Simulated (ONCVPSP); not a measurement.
barium: one change to an ONCV potential, before and after

ONCVPSP 4.0.1 input, shortened (lines: element, Z, core and valence counts, functional; n l f; lmax; l rc ep ncon nbas qcut; lloc lpopt rc5 dvloc0; l nproj debl; icmod fcfact rcfact), PBE, scalar-relativistic:

```
  Ba 56.00    9    2        4      upf
    1    0    2.00
    2    0    2.00
    2    1    6.00
    3    0    2.00
    3    1    6.00
    3    2   10.00
    4    0    2.00
    4    1    6.00
    4    2   10.00
    5    0    2.00
    5    1    6.00
    2
    0    1.80    0.00    4    8    3.30
    1    2.60    0.00    5    8    4.70
    2    2.20    0.23    4    8    5.00
    4    5    1.25    2.00
    0    2    2.50
    1    1    0.50
    2    3    1.50
    3    5.75    1.55
```

In the d channel the program set the typed energies aside and used 0.050, 1.550, 3.050 Ha.

Change: local potential polynomial inside 1.25 bohr (lpopt 5, dvloc0 7 Ha).

Cutoffs: the cutoffs (Ha) at which the residual kinetic energy of the hardest occupied pseudo-wave falls to 1 and 0.1 mHa per electron; they do not see the model core or the augmentation charge, which bear on the density cutoff. Errors are all-electron minus pseudo energies relative to the spin-unpolarised reference configuration.

Task: How do hardness, ghosts and transferability respond?

Result: The potential gets neither clearly harder nor softer (49 Ha and 57 Ha → 49 Ha and 57 Ha); the bound ghost in p, s disappears; the lowest positive-energy flag moves from none to s at 59.2 eV; of the 3 tests that both files solve, the error grows in 0 and shrinks in 3 by more than 15 % and 0.3 meV (median size 17.4 → 3.0 meV); the range in which the s phases agree widens (upper end -0.8 → 2.0). In the separable form a ghost depends on how the local part lies against the semilocal potential of the channel, so the choice of the local part can create or remove one.

```csv
quantity,base,changed
"cutoff, loose",49 Ha,49 Ha
"cutoff, tight",57 Ha,57 Ha
bound ghosts,"s, p",none
GHOST(+) flags under 300 eV,none,s at 59.2 eV
tests with a reliable result,3 of 4,3 of 4
"error for 5s2 5p6 6s2, meV [ΔE -15.34 eV]",-23,-4.6
"error for 5s2 5p6 6s1, meV [ΔE -9.98 eV]",-11,-1.3
"error for 5s2 5p6 6s1.5, meV [ΔE -13.21 eV]",-17,-3.0
s: phases at 1.82 bohr within 0.05 rad from the reference energy up to (Ha; the scan ends near 5),-0.8,2.0
p: phases at 2.64 bohr within 0.05 rad from the reference energy up to (Ha; the scan ends near 5),-0.6,-0.2
d: phases at 2.24 bohr within 0.05 rad from the reference energy up to (Ha; the scan ends near 5),to the end of the scan,to the end of the scan
"rms error of d²Exc/dni dnj with the model core, mHa",5.29,5.28
```

 A true bound ghost makes a file unfit for plane-wave use even where its test errors are small: the radial tests pick states by their node count and pass the ghost by.
